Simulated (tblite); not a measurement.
Species: C₄H₈Si.
Numbering: `[SiH3:1][CH2:2][C:3]1=[CH:4][CH2:5]1` (hydrogens: H6, H7, H8 on Si1; H9, H10 on C2; H11 on C4; H12, H13 on C5)

Cartesian coordinates in Å at the GFN2-xTB level; atoms count from 1:
```xyz
13
C4H8Si angstrom
Si    -1.9028    0.2198    0.4740
C     -0.6158   -0.0234   -0.9242
C      0.7394    0.0601   -0.3962
C      1.8655    0.6746   -0.1823
C      1.7371   -0.6868    0.4397
H     -3.2345    0.0507   -0.1110
H     -1.7541    1.5661    1.0264
H     -1.6821   -0.7841    1.5139
H     -0.7588    0.7307   -1.7007
H     -0.7711   -1.0054   -1.3763
H      2.5146    1.5048   -0.3067
H      1.5865   -0.7752    1.5121
H      2.2716   -1.5314    0.0136
```

Method: GFN2-xTB as coded in tblite; computed harmonic values from a numerical Hessian at the method's own geometry, unscaled. This tight-binding method is rough: wavenumbers can miss measured ones by several per cent, in bad cases by 10 to 20. Modes of hydrogen on silicon can be 10 to 20 % off. One conformer, not necessarily the lowest.

Harmonic wavenumbers (cm⁻¹): 58.9, 109.7, 125.0, 314.1, 378.5, 504.1, 528.6, 641.6, 704.5, 766.4, 773.5, 783.1, 787.5, 804.5, 929.1, 997.3, 1027.7, 1054.5, 1086.0, 1116.9, 1191.6, 1228.0, 1447.8, 1499.9, 1886.6, 2262.0, 2276.9, 2282.2, 2956.7, 2967.3, 2973.8, 3000.5, 3239.2.

A = 9796, B = 2084, C = 1981 MHz; mass 84.040 u (most abundant isotopes); point group C1, symmetry number 1.

Q: What is the zero-point energy?

A: Half the sum of the wavenumbers: 21352 cm⁻¹ = 255.42 kJ/mol.

Q: Give the ideal-gas entropy at 298.15 K and 1 bar in the rigid-rotor, harmonic-oscillator model (classical rotation).

A: Translation 164.12, rotation 110.78, vibration 70.37: S = 345.3 J/(mol K).

Q: And Cp and H(298.15 K) − H(0)?

A: Cp = 113.84 J/(mol K), of which vibrations give 80.58 (their classical limit is 33 R = 274.4); H(298.15 K) − H(0) = 21.18 kJ/mol without the zero-point energy, 11.26 from vibrations.

Q: Blend soft modes into free rotors: weight 1/[1 + (100 cm⁻¹/ν̃)⁴] for the oscillator and the rest for a rotor with moment μB/(μ + B), μ = h/(8π²ν), B = 10⁻⁴⁴ kg m². What vibrational entropy results?

A: 64.90 J/(mol K) in place of 70.37, which changes −T·S at 298.15 K by +1.63 kJ/mol.

Q: How do the functions run with temperature in this model?

A: 
```csv
T (K),S (J/(mol K)),Cp (J/(mol K)),H − H(0) (kJ/mol),G − H(0) (kJ/mol),ln q(vib)
50,223.0,46.9,1.92,-9.23,0.27
100,259.1,58.0,4.56,-21.35,0.99
373.15,373.2,135.8,30.56,-108.72,5.08
500,417.4,166.4,49.81,-158.91,7.09
750,493.4,208.1,97.02,-273.06,11.04
1000,557.3,235.3,152.67,-404.61,14.76
```

q(vib) and H(0) count from the zero-point level.

Q: Which modes carry the vibrational entropy at 298.15 K?

A: 58.9 cm⁻¹: 18.80; 109.7 cm⁻¹: 13.70; 125.0 cm⁻¹: 12.64; 314.1 cm⁻¹: 5.61; 378.5 cm⁻¹: 4.37; 504.1 cm⁻¹: 2.71 J/(mol K); the other 27 give 12.53 together.

Hindered rotation and anharmonicity are outside this model. Other conformers, if any are populated, would add a mixing term that is left out. The structure is chiral; the term R ln 2 for an equal mix with its mirror image is left out.
